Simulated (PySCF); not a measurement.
A side-by-side comparison of computed properties.

First species: C₅H₁₄OP₂.
InChI=1S/C5H14OP2/c1-5-8(4,6)7(2)3/h5H2,1-4H3/t8-/m0/s1

Second species: C5H8Si.
SMILES: `C(#CC)[SiH]1CC1`

Levels: CAM-B3LYP/def2-SVPD for dipole moment, HOMO energy, LUMO energy, HOMO–LUMO gap, static isotropic polarisability and electronic spatial extent ⟨r²⟩ about the centre of nuclear charge; TDDFT CAM-B3LYP/def2-SVPD for lowest singlet excitation; TDA CAM-B3LYP/def2-SVPD for lowest triplet excitation (Tamm–Dancoff); ΔSCF CAM-B3LYP/def2-SVPD for vertical ionisation energy; PBE0-D3(BJ)/def2-SVP for rotational constant A and rotational constant C. Geometries: PBE0-D3(BJ)/def2-SVP. Each species is one conformer at its optimised geometry, gas phase, non-relativistic unless stated. Electronic properties by PySCF.

The conformers computed, where there is a choice (atom-mapped SMILES and torsion angles):
- `[CH3:1][CH2:2][P@@:3]([CH3:4])(=[O:5])[P:6]([CH3:7])[CH3:8]`: C1–C2–P3–C4 55°, C2–P3–P6–C7 -74°

```
                                                         property    column X    column Y
                                                    dipole moment      3.12 D      1.61 D
                                                      HOMO energy    -7.92 eV    -7.74 eV
                                                      LUMO energy     1.11 eV     0.91 eV
                                                    HOMO–LUMO gap     9.03 eV     8.65 eV
                                        lowest singlet excitation     6.09 eV     5.44 eV
                         lowest triplet excitation (Tamm–Dancoff)     4.92 eV     4.44 eV
                                  static isotropic polarisability    115.0 au     88.6 au
                                       vertical ionisation energy     8.53 eV     8.47 eV
electronic spatial extent ⟨r²⟩ about the centre of nuclear charge  1474 bohr²  1071 bohr²
                                            rotational constant A   1.750 GHz   9.534 GHz
                                            rotational constant C   0.985 GHz   1.158 GHz
```

(1) Which column belongs to which species?

(2) How does each property change from the first species to the second?

Results:

(1) Column X is the first species and column Y the second. The first has 22 atoms and 82 electrons, the second 14 and 52.

(2) dipole moment -1.51 D; HOMO energy +0.18 eV; LUMO energy -0.20 eV; HOMO–LUMO gap -0.38 eV; lowest singlet excitation -0.65 eV; lowest triplet excitation (Tamm–Dancoff) -0.48 eV; static isotropic polarisability -26.4 au; vertical ionisation energy -0.06 eV; electronic spatial extent ⟨r²⟩ about the centre of nuclear charge -403 bohr²; rotational constant A +7.784 GHz; rotational constant C +0.173 GHz.

On the first: In wavenumbers S1 is 49100 cm⁻¹ (1 eV = 8065.54 cm⁻¹). No computed singlet falls in the visible range (750 to 380 nm, 1.65 to 3.26 eV); S1 lies 2.83 eV above its blue end.

On the second: The polarisability is 13.14 Å³ as a volume (1 au = 0.148185 Å³), or 1.70 au for each of the 52 electrons. The vertical singlet–triplet gap S1 − T1 is 1.00 eV (TDDFT singlet less Tamm–Dancoff triplet; S1: HOMO→LUMO+1, weight 0.52, beside HOMO→LUMO+2, weight 0.28; T1: HOMO→LUMO, weight 0.79).
